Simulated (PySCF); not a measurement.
Computed shifts of a molecule C3H7FSi2, PBE0/pcSseg-1 (PySCF), GIAO, gas phase, atoms alike by connectivity averaged where their shifts nearly agree, in ppm (number of nuclei): ¹³C: 110.0 (1), 84.5 (1), 79.8 (1). ²⁹Si: -66.3 (1), -67.0 (1). ¹⁹F: -303.7 (1). ¹H: 5.32 (1), 4.89 (1), 4.70 (1), 4.41 (3), 2.68 (1). References: ¹³C against TMS (σ = 186.3 ppm); ²⁹Si against TMS (σ = 352.7 ppm); ¹⁹F against CFCl3 (σ = 167.2 ppm); ¹H against TMS (σ = 31.56 ppm), references at their B3LYP-D3(BJ)/def2-TZVP geometries, non-relativistic. Geometry optimised at B3LYP-D3(BJ)/def2-SVP. Other conformers were not sampled.

Question: Which molecule gave these data?
A. C#C[SiH2][C@H](F)[SiH3]
B. C[Si@@H](F)C#C[SiH3]
C. C#C[C@@H]([SiH3])[SiH2]F
D. C#C[Si@@H](C)[SiH2]F

Answer: A, C#C[SiH2][C@H](F)[SiH3]
